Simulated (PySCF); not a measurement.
# Spinor energies of Hf(53+) (hafnium, charge +53)

Start: [Ar] 3d1; 3d5/2 filled at m_j = +5/2. Calculated with PySCF 2.14 in an even-tempered Gaussian basis (15 s from 15 bohr⁻², ratio 2.8; 12 p from 19 bohr⁻², ratio 2.8; 8 d from 19 bohr⁻², ratio 2.8; 3 f from 58 bohr⁻², ratio 3): generalised Hartree-Fock with the X2C-1e Hamiltonian and a Gaussian nucleus; one run each with spin-orbit coupling (SO) screened by Boettger's factors, then bare. This is a chosen level, not necessarily the ground level.

```tsv
spinor shell	electrons	ε, screened SO (eV)	ε, bare SO (eV)	weight of nominal j (bare SO)	rms radius, bare SO (bohr)
1s1/2	2	-69358.6	-69357.7	1.000	0.0215
2s1/2	2	-14941.0	-14940.9	1.000	0.0860
2p1/2	2	-14436.6	-14465.8	1.000	0.0730
3s1/2	2	-5737.0	-5737.0	1.000	0.212
3p1/2	2	-5530.8	-5538.1	1.000	0.201
3p3/2	4	-5227.9	-5225.5	1.000	0.214
3d5/2	1	-4915.8	-4911.5	1.000	0.185
```

Problem. Where does 2p3/2 lie, and what is the 2p spin-orbit splitting (bare SO)?

Solution. At -13215.0 eV, 1250.8 eV above 2p1/2.

```json
{"quantity": "E (hartree)", "screened SO": "-12351.01473", "bare SO": "-12351.81947"}
{"quantity": "M_J", "screened SO": "5/2", "bare SO": "5/2"}
{"quantity": "⟨J²⟩", "screened SO": "8.751", "bare SO": "8.751"}
{"quantity": "⟨L²⟩", "screened SO": "6.050", "bare SO": "6.053"}
{"quantity": "⟨S²⟩", "screened SO": "0.800", "bare SO": "0.803"}
```

Each row is a mean over spinors that exchange with the open shell spreads, by up to 26.621 eV (3p3/2).

Breit and QED terms are absent; they matter most for the inner s and p1/2 levels.

Densities and radii are taken from the X2C orbitals without a picture-change correction, which distorts them close to the nucleus.
